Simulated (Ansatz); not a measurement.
CH$_{4}$OZn, triplet, at the geometry of the source list (a higher spin typed on purpose: for a closed-shell molecule this is an excited state). Base run: HF/def2-SV(P) run with Ansatz (an electronic-structure program).

Geometry (Å):
```xyz
7

Zn     0.0616    -0.4814     0.5755
C     -0.1320     1.1129    -0.6058
H     -0.8525     1.8249    -0.2240
H     -0.4684     0.7811    -1.5820
H      0.8116     1.6281    -0.7310
O      0.2942    -2.1602     0.8935
H      0.2854    -2.7054     1.6739
```
Charge 0, spin multiplicity 3.
Orbitals are unrestricted.
All else is at Ansatz's defaults.

Each row names what was changed in the base input (with any setting that the change needs).

| change | basis functions | E (Eh) | core-seconds (rough) |
|---|---|---|---|
| base | 60 | -1892.32442 | 6 |
| basis = STO-3G | 32 | -1870.95352 | 3 |
| basis = pcseg-0 | 50 | -1888.38310 | 2 |
| basis = 6-31G* | 74 | -1892.37822 | 8 |
| basis = def2-SVP | 79 | -1892.34518 | 9 |
| basis = def2-SVPD | 109 | -1892.37492 | 10 |
| basis = aug-pcseg-1 | 129 | -1892.44228 | 20 |
| basis = pc-2 | 172 | -1892.74504 | 30 |
| basis = pcseg-2 | 172 | -1892.74067 | 30 |
| basis = def2-TZVPP | 182 | -1892.74537 | 50 |
| basis = cc-pVTZ | 184 | -1892.78140 | 40 |
| basis = aug-cc-pVTZ | 277 | -1892.78786 | 100 |
| basis = def2-QZVP | 318 | -1892.79621 | 100 |

Totals compare only among sets that treat the same electrons; sets with core potentials leave the core out.
